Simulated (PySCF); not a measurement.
BH, SMILES [BH] (connectivity only; charge and spin as stated), charge +1, multiplicity 2. Atoms are numbered in the order given.

```xyz
2

B      0.0000     0.0000    -0.2007
H      0.0000     0.0000     1.0037
```
Charge +1, spin multiplicity 2.

Geometry: B3LYP-D3(BJ)/def2-TZVPD. The multiplicity is an assumed one; other spin states were not compared.

All values below come from CAM-B3LYP/def2-TZVPD run with PySCF.

Mulliken values depend strongly on the basis, most of all with diffuse functions as here. ESP charges are fitted to the potential on shells at 1.4 to 2.0 van der Waals radii. Atomic charges (e):

```csv
atom,Mulliken,ESP fit,meta-Löwdin,Mulliken spin
B1,0.71,0.85,0.82,0.86
H2,0.29,0.15,0.18,0.14
```
